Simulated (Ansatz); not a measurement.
Ansatz (an electronic-structure program) input (MP2/LANL2DZ): The .json file is the Basis Set Exchange's LANL2DZ.

Ansatz 0.2 input:
```yaml
crystal:
  periodic: [false, false, false]
  atoms:
    - {symbol: Cs, position_ang: [-0.00000000, -0.00000000, -2.36930400]}
    - {symbol: Cs, position_ang: [0.00000000, 0.00000000, 2.36930400]}
basis:
  gaussian:
    orbitals: LANL2DZ.json
magnetization: {spin_polarized: false}
correlation: {method: mp2, electrons: outside_noble_gas}
relax: {f_tol: 0.003, max_steps: 120}
```

Output:

```
Functional definition: HF
these checks for a lower state are left out or cut short: cluster_reference
integrals: 0.00 GiB planned
406 factors; integrals over basis functions are off by at most 1.3e-5 eV
mean field: 0.05 GiB planned
mean field evaluation 1: about -1066.8024 eV, gradient 8.3e-1 eV
mean field evaluation 2: about -1066.8028 eV, gradient 8.3e-1 eV
mean field evaluation 4: about -1066.8176 eV, gradient 4.0e-3 eV
mean field evaluation 8: about -1066.8176 eV, gradient 4.5e-6 eV
mean field -1066.81760136 eV, -39.2048237350 hartree, gradient 4.5e-6 eV, S^2 0.000000; 0 other end points of the search recorded, 0 dependent functions left out; unrestricted orbitals would lower it
8 core orbitals not correlated
reference -1066.81760136 eV, -39.2048237350 hartree; 1, 1 occupied and 15, 15 virtual orbitals, 406 factors
densities: 0.05 GiB planned
second order -0.25986196 eV of doubles, -0.00000000 eV of singles
the calculation of the forces begins
relax step   1: F+E_penalty+E_count = -1067.07746332 eV  Δ(F+E_penalty+E_count) = +0.000e0 eV  max|allowed force component| = 1.218e-1 eV/Å  Δτ_max = 0.0000 Å  (25 SCF iters, accepted)
these checks for a lower state are left out or cut short: starts, cluster_reference, orbital_swaps, neighbouring_geometries, increment
integrals: 0.00 GiB planned
406 factors; integrals over basis functions are off by at most 1.3e-5 eV
mean field: 0.05 GiB planned
mean field evaluation 16: about -1066.8196 eV, gradient 7.3e-7 eV
mean field -1066.81960508 eV, -39.2048973705 hartree, gradient 7.3e-7 eV, S^2 0.000000; 0 other end points of the search recorded, 0 dependent functions left out; unrestricted orbitals would lower it
8 core orbitals not correlated
reference -1066.81960508 eV, -39.2048973705 hartree; 1, 1 occupied and 15, 15 virtual orbitals, 406 factors
densities: 0.05 GiB planned
second order -0.25995956 eV of doubles, -0.00000000 eV of singles
the calculation of the forces begins
relax step   2: F+E_penalty+E_count = -1067.07956465 eV  Δ(F+E_penalty+E_count) = -2.101e-3 eV  max|allowed force component| = 1.141e-1 eV/Å  Δτ_max = 0.0089 Å  (20 SCF iters, accepted)
these checks for a lower state are left out or cut short: starts, cluster_reference, orbital_swaps, neighbouring_geometries, increment
integrals: 0.00 GiB planned
406 factors; integrals over basis functions are off by at most 1.9e-5 eV
mean field: 0.05 GiB planned
mean field -1066.83410852 eV, -39.2054303618 hartree, gradient 2.1e-7 eV, S^2 0.000000; 0 other end points of the search recorded, 0 dependent functions left out; unrestricted orbitals would lower it
8 core orbitals not correlated
reference -1066.83410852 eV, -39.2054303618 hartree; 1, 1 occupied and 15, 15 virtual orbitals, 406 factors
densities: 0.05 GiB planned
second order -0.26217968 eV of doubles, -0.00000000 eV of singles
the calculation of the forces begins
relax step   3: F+E_penalty+E_count = -1067.09628819 eV  Δ(F+E_penalty+E_count) = -1.672e-2 eV  max|allowed force component| = 1.634e-2 eV/Å  Δτ_max = 0.1331 Å  (24 SCF iters, accepted)
these checks for a lower state are left out or cut short: starts, cluster_reference, orbital_swaps, neighbouring_geometries, increment
integrals: 0.00 GiB planned
406 factors; integrals over basis functions are off by at most 2.0e-5 eV
mean field: 0.05 GiB planned
mean field evaluation 32: about -1066.8340 eV, gradient 5.6e-3 eV
mean field -1066.83401860 eV, -39.2054270573 hartree, gradient 2.8e-7 eV, S^2 0.000000; 0 other end points of the search recorded, 0 dependent functions left out; unrestricted orbitals would lower it
8 core orbitals not correlated
reference -1066.83401860 eV, -39.2054270573 hartree; 1, 1 occupied and 15, 15 virtual orbitals, 406 factors
densities: 0.05 GiB planned
second order -0.26269066 eV of doubles, -0.00000000 eV of singles
the calculation of the forces begins
relax step   4: F+E_penalty+E_count = -1067.09670926 eV  Δ(F+E_penalty+E_count) = -4.211e-4 eV  max|allowed force component| = 2.709e-3 eV/Å  Δτ_max = 0.0222 Å  (25 SCF iters, accepted)
these checks for a lower state are left out or cut short: starts, cluster_reference, orbital_swaps, neighbouring_geometries, increment
integrals: 0.00 GiB planned
406 factors; integrals over basis functions are off by at most 2.0e-5 eV
mean field: 0.05 GiB planned
mean field -1066.83392456 eV, -39.2054236017 hartree, gradient 3.0e-6 eV, S^2 0.000000; 0 other end points of the search recorded, 0 dependent functions left out; unrestricted orbitals would lower it
8 core orbitals not correlated
reference -1066.83392456 eV, -39.2054236017 hartree; 1, 1 occupied and 15, 15 virtual orbitals, 406 factors
densities: 0.05 GiB planned
second order -0.26279701 eV of doubles, -0.00000000 eV of singles
the calculation of the forces begins
relax step   5: F+E_penalty+E_count = -1067.09672157 eV  Δ(F+E_penalty+E_count) = -1.231e-5 eV  max|allowed force component| = 8.422e-5 eV/Å  Δτ_max = 0.0044 Å  (19 SCF iters, accepted)
these checks for a lower state are left out or cut short: cluster_reference
integrals: 0.00 GiB planned
406 factors; integrals over basis functions are off by at most 2.0e-5 eV
mean field: 0.05 GiB planned
mean field -1066.83392456 eV, -39.2054236017 hartree, gradient 3.0e-6 eV, S^2 0.000000; 1 other end points of the search recorded, 0 dependent functions left out; unrestricted orbitals would lower it
8 core orbitals not correlated
reference -1066.83392456 eV, -39.2054236017 hartree; 1, 1 occupied and 15, 15 virtual orbitals, 406 factors
densities: 0.05 GiB planned
second order -0.26279701 eV of doubles, -0.00000000 eV of singles
the calculation of the forces begins
Total energy: -1067.09672157 eV, -39.2150812136 hartree
Atom 0 at    -0.000000     0.000000    -2.538016 Å, force     0.000000     0.000000    -0.000084 eV/Å
Atom 1 at     0.000000    -0.000000     2.538016 Å, force    -0.000000    -0.000000     0.000084 eV/Å
Dipole moment:    -0.000000     0.000000     0.000000 e Å
Checks for a lower state left out: cluster_reference
```

The geometry given is a B3LYP-D3(BJ)/def2-TZVP minimum.
